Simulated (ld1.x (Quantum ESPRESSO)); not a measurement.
Ranking TM potentials for Be

All share these settings but for the change named:

- Element: Be (Z = 4)
- Generator: ld1.x (Quantum ESPRESSO) 7.5
- Type: norm-conserving Troullier–Martins (Kleinman–Bylander form)
- Functional: PBE
- Relativity: scalar-relativistic
- Frozen core: [He]
- Valence charge: 2
- Reference configuration: 2s2 2p0
- Partial waves: 2s (bound): rc 2.10 bohr; 3d channel at 0.35 Ry: rc 4.30 bohr; 2p (bound, empty): rc 4.20 bohr
- Local potential: the p channel
- Core correction: none

Cutoff: the first of the cutoffs (Ry, on a coarse ladder) from which the occupation-weighted sum of valence levels, in a spherical-Bessel basis at the reference potential, stays within 10 and 1 mRy of its value at 400 Ry; the density cutoff is not measured.

The base gives 8 Ry.

Of 10 variants that were run, those that failed, showed a ghost or another fault, or gave nearly equal values are left out.

A variant can come out equal or close to the base.

Rank these variants from softest to hardest (loose cutoff).
A. wave 2s (bound): rc 2.10 bohr becomes 2s (bound): rc 3.24 bohr
B. all radii scaled by about 0.88 (s 1.84, p 3.68, d 3.76 bohr)
C. reference 2s1 2p1

A (6 Ry), C (8 Ry), B (10 Ry).
